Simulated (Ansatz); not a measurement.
Consider the redistribution: `C[SiH2]BN` + `N[SiH]([SiH3])O[SiH3]` → `C[SiH2]B[SiH3]` + `N[SiH](N)O[SiH3]`.

Isolated molecules relaxed with PBE0-D4/def2-TZVP in Ansatz; ΔE leaves out vibrations. CCSD(T)/CBS is the MP2 limit (def2-TZVPP, def2-QZVPP) plus CCSD(T) − MP2 in def2-TZVPP, frozen cores. DFT in def2-TZVPP. B3LYP here is the variant with VWN-RPA as its local correlation; programs differ in this. One conformer a species, not always the lowest.

**Question.** Is it downhill or uphill in electronic energy at CCSD(T)/CBS, and by how much? (Estimate.)

**Answer.** Computed: Uphill: ΔE = +75.2 kJ/mol.

**Question.** What do these levels give: B2PLYP, B3LYP, MP2/def2-TZVPP, HF/def2-QZVPP, MP2/def2-QZVPP, SCS-MP2/def2-QZVPP? (Estimate.)

**Answer.** Ansatz gave: B2PLYP 82.3, B3LYP 85.7, MP2/def2-TZVPP 78.1, HF/def2-QZVPP 63.2, MP2/def2-QZVPP 76.4, SCS-MP2/def2-QZVPP 74.9 kJ/mol.

Largest T1 diagnostic among the species: 0.013.

From PBE to PBE0 (25 % exact exchange), in def2-TZVPP and without D4, ΔE moves by −7.0 kJ/mol. In def2-TZVPP, CCSD(T) changes the Hartree–Fock value by +13.4 kJ/mol (the triples alone add +3.4 kJ/mol) and MP2 by +14.0 kJ/mol.
